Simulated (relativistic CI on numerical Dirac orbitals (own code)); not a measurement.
Electric-dipole transitions in Fe¹⁵⁺

Computed by Dirac-Coulomb-Breit CI, orbitals from a KLI potential per configuration, model QED (radiative potential, 1s self-energy scaled to tabulated hydrogen-like ionisation energies), unscaled Slater integrals (own radial code, finite nucleus).

Configuration list (outside the closed core [Ne]): 3s, 3p, 3d, 4s, 4p, 4d, 4f, 5s, 5p, 5d, 5f, 5g, 6s, 6p, 6d. Levels of other configurations are missing.

| λ vac (nm) | Lower | Upper | A (s⁻¹) | log gf | S velocity/length |
| --- | --- | --- | --- | --- | --- |
| 3.9898 | 3p ²P°1/2 [2] | 5d ²D3/2 [16] | 2.06e+11 | -0.71 | 0.97 |
| 4.0222 | 3p ²P°3/2 [3] | 5d ²D5/2 [17] | 2.49e+11 | -0.44 | 0.97 |
| 4.6783 | 3d ²D3/2 [4] | 5f ²F°5/2 [18] | 3.56e+11 | -0.15 | 0.99 |
| 4.6839 | 3d ²D5/2 [5] | 5f ²F°7/2 [19] | 3.80e+11 | 0.00 | 0.99 |
| 5.0430 | 3s ²S1/2 [1] | 4p ²P°3/2 [8] | 1.80e+11 | -0.56 | 1.04 |
| 5.4236 | 3p ²P°1/2 [2] | 4d ²D3/2 [9] | 3.36e+11 | -0.23 | 1.00 |
| 5.4818 | 3p ²P°3/2 [3] | 4d ²D5/2 [10] | 4.09e+11 | 0.04 | 1.01 |
| 6.3861 | 3p ²P°3/2 [3] | 4s ²S1/2 [6] | 2.11e+11 | -0.59 | 1.03 |
| 6.6482 | 3d ²D3/2 [4] | 4f ²F°5/2 [11] | 9.33e+11 | 0.57 | 1.00 |
| 6.6584 | 3d ²D5/2 [5] | 4f ²F°7/2 [12] | 9.98e+11 | 0.72 | 1.00 |
| 6.6605 | 3d ²D5/2 [5] | 4f ²F°5/2 [11] | 6.65e+10 | -0.58 | 1.00 |
| 8.6294 | 4p ²P°3/2 [8] | 6d ²D5/2 [26] | 4.98e+10 | -0.48 | 0.98 |
| 11.727 | 4s ²S1/2 [6] | 5p ²P°3/2 [15] | 3.60e+10 | -0.53 | 1.01 |
| 12.355 | 4p ²P°1/2 [7] | 5d ²D3/2 [16] | 5.63e+10 | -0.29 | 1.00 |
| 12.469 | 4p ²P°3/2 [8] | 5d ²D5/2 [17] | 6.95e+10 | -0.01 | 1.00 |
| 14.439 | 4d ²D3/2 [9] | 5f ²F°5/2 [18] | 1.54e+11 | 0.46 | 1.01 |
| 14.461 | 4d ²D5/2 [10] | 5f ²F°7/2 [19] | 1.65e+11 | 0.62 | 1.01 |
| 14.792 | 4p ²P°3/2 [8] | 5s ²S1/2 [13] | 6.84e+10 | -0.35 | 0.99 |
| 15.722 | 4f ²F°5/2 [11] | 5g ²G7/2 [20] | 2.71e+11 | 0.90 | 1.00 |
| 15.730 | 4f ²F°7/2 [12] | 5g ²G9/2 [21] | 2.81e+11 | 1.02 | 1.00 |
| 16.822 | 4d ²D5/2 [10] | 5p ²P°3/2 [15] | 3.11e+10 | -0.28 | 1.00 |
| 23.364 | 5p ²P°1/2 [14] | 6d ²D3/2 [25] | 1.48e+10 | -0.32 | 0.99 |
| 23.562 | 5p ²P°3/2 [15] | 6d ²D5/2 [26] | 1.84e+10 | -0.04 | 1.00 |
| 25.073 | 3p ²P°1/2 [2] | 3d ²D3/2 [4] | 1.55e+10 | -0.23 | 1.03 |
| 26.264 | 3p ²P°3/2 [3] | 3d ²D5/2 [5] | 1.63e+10 | 0.00 | 1.03 |
| 28.276 | 5p ²P°3/2 [15] | 6s ²S1/2 [22] | 2.66e+10 | -0.20 | 1.00 |
| 31.347 | 5d ²D5/2 [17] | 6p ²P°3/2 [24] | 1.45e+10 | -0.07 | 1.00 |
| 31.503 | 5d ²D3/2 [16] | 6p ²P°1/2 [23] | 1.66e+10 | -0.31 | 1.00 |
| 33.479 | 3s ²S1/2 [1] | 3p ²P°3/2 [3] | 8.04e+09 | -0.27 | 0.98 |
| 35.993 | 3s ²S1/2 [1] | 3p ²P°1/2 [2] | 6.42e+09 | -0.60 | 0.97 |
| 68.121 | 4p ²P°1/2 [7] | 4d ²D3/2 [9] | 3.33e+09 | -0.03 | 0.99 |
| 71.447 | 4p ²P°3/2 [8] | 4d ²D5/2 [10] | 3.48e+09 | 0.20 | 0.99 |
| 84.498 | 4s ²S1/2 [6] | 4p ²P°3/2 [8] | 1.82e+09 | -0.11 | 0.99 |
| 90.721 | 4s ²S1/2 [6] | 4p ²P°1/2 [7] | 1.46e+09 | -0.44 | 0.98 |
| 141.07 | 5p ²P°1/2 [14] | 5d ²D3/2 [16] | 1.04e+09 | 0.09 | 1.00 |
| 148.00 | 5p ²P°3/2 [15] | 5d ²D5/2 [17] | 1.08e+09 | 0.33 | 0.99 |
| 168.90 | 4d ²D3/2 [9] | 4f ²F°5/2 [11] | 1.71e+08 | -0.36 | 0.85 |
| 171.21 | 4d ²D5/2 [10] | 4f ²F°7/2 [12] | 1.76e+08 | -0.21 | 0.85 |
| 171.39 | 5s ²S1/2 [13] | 5p ²P°3/2 [15] | 5.74e+08 | 0.00 | 0.99 |
| 184.00 | 5s ²S1/2 [13] | 5p ²P°1/2 [14] | 4.63e+08 | -0.33 | 0.99 |
| 251.91 | 6p ²P°1/2 [23] | 6d ²D3/2 [25] | 4.02e+08 | 0.18 | 1.00 |
| 264.29 | 6p ²P°3/2 [24] | 6d ²D5/2 [26] | 4.19e+08 | 0.42 | 1.00 |
| 303.70 | 6s ²S1/2 [22] | 6p ²P°3/2 [24] | 2.24e+08 | 0.09 | 0.99 |
| 334.07 | 5d ²D3/2 [16] | 5f ²F°5/2 [18] | 7.83e+07 | -0.10 | 0.95 |
| 339.03 | 5d ²D5/2 [17] | 5f ²F°7/2 [19] | 8.03e+07 | 0.04 | 0.95 |

Terms are leading LS components. Brackets give the number of a level in order of energy, since labels repeat. The list gives strong lines, with weight on those to low levels. Levels whose partners in the same complex of configurations lie outside the list can be far off, and so can their lines. Rates are taken at the computed energies, electric ones in the length gauge. A velocity-to-length ratio far from 1 marks an uncertain rate.

At this charge energies of transitions that change n are usually good to better than 1 %, and those within a shell (Δn = 0) to a few per cent.
